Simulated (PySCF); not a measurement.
# SMILES Clc1ccccn1, C$_{5}$H$_{4}$ClN

Molfile (atoms numbered from 1):
```
C5H4ClN
     RDKit          3D

 11 11  0  0  0  0  0  0  0  0999 V2000
    2.6029   -1.6796   -0.1123 Cl  0  0  0  0  0  0  0  0  0  0  0  0
    1.1145   -0.8179   -0.0536 C   0  0  0  0  0  0  0  0  0  0  0  0
    1.1228    0.5712   -0.0041 C   0  0  0  0  0  0  0  0  0  0  0  0
   -0.1034    1.2108    0.0424 C   0  0  0  0  0  0  0  0  0  0  0  0
   -1.2648    0.4502    0.0388 C   0  0  0  0  0  0  0  0  0  0  0  0
   -1.1439   -0.9285   -0.0134 C   0  0  0  0  0  0  0  0  0  0  0  0
    0.0223   -1.5505   -0.0586 N   0  0  0  0  0  0  0  0  0  0  0  0
    2.0523    1.1164   -0.0024 H   0  0  0  0  0  0  0  0  0  0  0  0
   -0.1510    2.2893    0.0811 H   0  0  0  0  0  0  0  0  0  0  0  0
   -2.2360    0.9167    0.0753 H   0  0  0  0  0  0  0  0  0  0  0  0
   -2.0104   -1.5754   -0.0192 H   0  0  0  0  0  0  0  0  0  0  0  0
  1  2  1  0
  2  3  2  0
  3  4  1  0
  4  5  2  0
  5  6  1  0
  6  7  2  0
  7  2  1  0
  3  8  1  0
  4  9  1  0
  5 10  1  0
  6 11  1  0
M  END
```

Computed, not measured: PySCF, quadratic response LC-wPBE/aug-cc-pVDZ first hyperpolarisability, Taylor convention, gas phase. Geometry: GFN2-xTB.

(1) What is the first hyperpolarisability, and how does it disperse?

(2) Which lowest excitations, dipole and polarisabilities go with it?

Results:

(1) In au, Taylor convention; the vector part is βᵢ = ⅓ Σⱼ (βᵢⱼⱼ + βⱼᵢⱼ + βⱼⱼᵢ); β∥ is 3/5 of the vector part along the dipole, the dipole points from − to +:
| process | λ (nm) | β vector norm | β∥ | β HRS | depolarisation ratio |
| --- | --- | --- | --- | --- | --- |
| static β(0;0,0) | ∞ | 162.4 | -84.1 | 65.5 | 5.49 |
| second harmonic β(−2ω;ω,ω) | 1907 | 171.6 | -88.8 | 69.1 | 5.53 |
| Pockels β(−ω;ω,0) | 1907 | 165.4 | -85.6 | – | – |
| second harmonic β(−2ω;ω,ω) | 1340 | 182.1 | -94.0 | 73.3 | 5.58 |
| Pockels β(−ω;ω,0) | 1340 | 168.5 | -87.2 | – | – |

(2) S1 5.48 eV (f = 0.005); S2 5.49 eV (f = 0.063); S3 5.77 eV (f = 0.000); dipole 3.41 D; isotropic α 75.2 au static, 75.5 au at 1907 nm, 75.8 au at 1340 nm, 76.3 au at 953.5 nm, 77.4 au at 670 nm.
